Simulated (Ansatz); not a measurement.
`OB(O)C12CC3CC(CC(C3)C1)C2`. Total charge 0; singlet. Geometry PBE-D4/def2-SVP.

```csv
atom,x (Å),y (Å),z (Å)
O1,-0.5329,-2.8505,1.7983
B2,-0.9961,-1.5519,1.7891
O3,-1.9601,-1.0831,2.6539
C4,-0.3867,-0.5626,0.7074
C5,1.1653,-0.5677,0.7874
C6,1.7671,0.3447,-0.2992
C7,1.2551,1.7851,-0.1030
C8,-0.2826,1.8054,-0.2076
C9,-0.7067,1.2951,-1.5989
C10,-0.1975,-0.1458,-1.7977
C11,1.3399,-0.1660,-1.6893
C12,-0.7982,-1.0578,-0.7100
C13,-0.8842,0.8932,0.8792
H14,-0.9448,-3.4253,2.4672
H15,-2.2980,-1.7478,3.2799
H16,1.5446,-1.6051,0.6714
H17,1.4915,-0.2192,1.7927
H18,2.8760,0.3285,-0.2212
H19,1.7010,2.4577,-0.8683
H20,1.5743,2.1711,0.8898
H21,-0.6515,2.8442,-0.0645
H22,-1.8142,1.3246,-1.6941
H23,-0.2975,1.9582,-2.3924
H24,-0.5055,-0.5164,-2.7997
H25,1.7199,-1.1986,-1.8494
H26,1.7875,0.4694,-2.4846
H27,-0.4559,-2.1046,-0.8565
H28,-1.9075,-1.0666,-0.7988
H29,-1.9938,0.9220,0.8313
H30,-0.6082,1.2701,1.8878
```

B3LYP takes the VWN-RPA correlation.

Task: Estimate the orbital energies around the gap (eV) in Ansatz with HF/6-31G, PBE-D4/def2-SVP, PBE-D4/def2-TZVP, B3LYP-D4/def2-TZVP, PBE0-D4/def2-TZVP.

Result: 
```csv
orbital,HF/6-31G,PBE-D4/def2-SVP,PBE-D4/def2-TZVP,B3LYP-D4/def2-TZVP,PBE0-D4/def2-TZVP
HOMO−5,-12.06,-7.37,-7.44,-8.61,-8.81
HOMO−4,-12.04,-7.35,-7.43,-8.60,-8.80
HOMO−3,-12.03,-7.26,-7.39,-8.58,-8.79
HOMO−2,-10.47,-6.27,-6.34,-7.43,-7.59
HOMO−1,-10.46,-6.25,-6.32,-7.42,-7.58
HOMO,-10.17,-5.93,-6.02,-7.11,-7.27
LUMO,4.70,-0.10,-0.68,-0.21,0.19
LUMO+1,5.53,0.51,0.23,0.73,1.05
LUMO+2,5.83,0.80,0.28,1.04,1.30
LUMO+3,6.79,1.63,1.05,1.58,1.96
LUMO+4,7.55,1.94,1.24,1.71,2.04
LUMO+5,7.57,2.01,1.32,1.80,2.14
```
